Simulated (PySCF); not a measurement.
Assignment exercise: C6H11ClOSi2

Geometry:
```json
{"atom": "C1", "x (Å)": "-1.704", "y (Å)": "2.697", "z (Å)": "-0.664"}
{"atom": "C2", "x (Å)": "-1.462", "y (Å)": "1.318", "z (Å)": "-0.307"}
{"atom": "C3", "x (Å)": "-1.238", "y (Å)": "0.170", "z (Å)": "-0.020"}
{"atom": "C4", "x (Å)": "-1.015", "y (Å)": "-1.179", "z (Å)": "0.328"}
{"atom": "C5", "x (Å)": "0.161", "y (Å)": "-1.770", "z (Å)": "0.060"}
{"atom": "Si6", "x (Å)": "1.597", "y (Å)": "-0.931", "z (Å)": "-0.807"}
{"atom": "O7", "x (Å)": "2.162", "y (Å)": "0.089", "z (Å)": "0.324"}
{"atom": "C8", "x (Å)": "3.191", "y (Å)": "1.020", "z (Å)": "0.203"}
{"atom": "Si9", "x (Å)": "-2.467", "y (Å)": "-2.040", "z (Å)": "1.186"}
{"atom": "Cl10", "x (Å)": "-2.011", "y (Å)": "-3.990", "z (Å)": "1.458"}
{"atom": "H11", "x (Å)": "-2.247", "y (Å)": "2.746", "z (Å)": "-1.609"}
{"atom": "H12", "x (Å)": "-2.298", "y (Å)": "3.187", "z (Å)": "0.107"}
{"atom": "H13", "x (Å)": "-0.758", "y (Å)": "3.228", "z (Å)": "-0.773"}
{"atom": "H14", "x (Å)": "0.276", "y (Å)": "-2.811", "z (Å)": "0.332"}
{"atom": "H15", "x (Å)": "1.174", "y (Å)": "-0.206", "z (Å)": "-2.012"}
{"atom": "H16", "x (Å)": "2.623", "y (Å)": "-1.911", "z (Å)": "-1.188"}
{"atom": "H17", "x (Å)": "4.126", "y (Å)": "0.536", "z (Å)": "-0.090"}
{"atom": "H18", "x (Å)": "2.944", "y (Å)": "1.776", "z (Å)": "-0.546"}
{"atom": "H19", "x (Å)": "3.325", "y (Å)": "1.504", "z (Å)": "1.171"}
{"atom": "H20", "x (Å)": "-2.721", "y (Å)": "-1.446", "z (Å)": "2.498"}
{"atom": "H21", "x (Å)": "-3.665", "y (Å)": "-1.970", "z (Å)": "0.349"}
```

No solvent, non-relativistic, fast rotation and ring inversion assumed for equivalent nuclei, one computed conformer. Geometry: GFN2-xTB; PBE0/pcSseg-1 with gauge-including orbitals; PySCF.

Shifts are taken against calculated references (same method and geometry level): $^{13}$C (σref 186.93) and $^{1}$H (σref 31.72) against TMS.

Problem. Assign these signals to the numbered atoms. $^{13}$C{$^{1}$H} NMR (computed): δ 160.5, 146.3, 109.3, 84.8, 53.8, 6.3.

Solution. 
| δ (ppm) | atoms | environment | reason |
| --- | --- | --- | --- |
| 160.5 | C5 | alkene CH | an sp2 carbon of a C=C bond |
| 146.3 | C4 | fully substituted alkene carbon | the olefinic region |
| 109.3 | C2 | alkyne carbon | – |
| 84.8 | C3 | alkyne carbon | the triple bond shields along its axis, which puts it between sp3 and sp2 carbons |
| 53.8 | C8 | methyl carbon bonded to O | pulled downfield by the heteroatom |
| 6.3 | C1 | propargylic methyl carbon | aliphatic region, no heteroatom directly attached |

Problem. Assign these signals to the numbered atoms. $^{1}$H NMR (400 MHz, computed): δ 7.36 (t, 1H), 5.20 (s, 2H), 5.03 (d, 2H), 3.82 (s, 3H), 2.32 (s, 3H).

Solution. 
```tsv
δ (ppm)	atoms	environment	reason
7.36	H14	hydrogen on an alkene CH	attached to an sp2 carbon and in the plane of the double bond
5.20	H20/H21	hydrogen on a silicon bonded to C, Cl	–
5.03	H15/H16	hydrogen on a silicon bonded to C, O	–
3.82	H17/H18/H19	hydrogen on a methyl carbon bonded to O	its carbon carries O, which withdraws density
2.32	H11/H12/H13	hydrogen on a propargylic methyl carbon	–
```

Shifts are as computed. Against solution values, carbons near 30 ppm lie about +3 ppm off and those near 130 ppm about +5 ppm. Of 1211 compounds with measured shifts, 218 miss one by over three times the rms of a fit or turn the order of signals round; such compounds aren't used in these exercises. No couplings were computed; multiplicities are counted from neighbouring protons, with m where these are inequivalent, close in shift, in a saturated or five-membered ring or joined by F or P, and br s for small geminal =CH2 splittings.
